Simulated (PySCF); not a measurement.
Computed with TPSSh-D3(BJ)/def2-TZVP // CAM-B3LYP-D3(BJ)/def2-TZVP in PySCF 2.14.0. Isolated molecules, 0 K electronic values unless said otherwise. One relaxed conformer stands for a flexible species; it need not be the lowest. Excitations are Tamm–Dancoff values on a coarser integration grid. The basis has no diffuse functions, so Rydberg states are missing or too high.

Reference species (SMILES): `[CH3][Al]([CH3])[CH3]` (neutral, multiplicity 1).

```yaml
S1–T1 gap (TDA): 0.29 eV
LUMO: -0.64 eV
T1 excitation (TDA): 5.33 eV
```

Changed species: `[SH][Al]([SH])[SH]` (3 of 3 CH3 replaced by SH; the reference has 0 of 3 CH3 replaced by SH).

Problem. Predict the effect on the S1–T1 gap (TDA), LUMO and T1 excitation (TDA).

Solution. the S1–T1 gap (TDA) increases by 0.06 eV, to 0.35 eV; the LUMO falls by 0.29 eV, to -0.93 eV; the T1 excitation (TDA) falls by 0.05 eV, to 5.28 eV.
